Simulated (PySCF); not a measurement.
**Electron correlation in Sc²⁺ (scandium, charge +2)**

[Ar] 3d1, 2D determinant. Computed with PySCF 2.14 in x2c-QZVPPall (11s7p5d3f2g, 96 functions), with the spin-free X2C one-electron Hamiltonian (Gaussian nucleus). Frozen: [Ne]; 9 electrons correlated.

MP2 pair energies summed by pair of shells (mhartree):

```
 pair   energy  share (%)
3p-3p  -138.24       62.0
3s-3p   -35.93       16.1
3p-3d   -35.21       15.8
3s-3s    -7.66        3.4
3s-3d    -5.93        2.7
```

Total MP2 correlation energy: -222.98 mhartree.

Same-spin part -58.70 and opposite-spin part -164.28 mhartree; SCS-MP2 scales them by 1/3 and 6/5 to -216.70 mhartree.

This basis was not built for core-valence correlation, so the inner-shell part is incomplete.
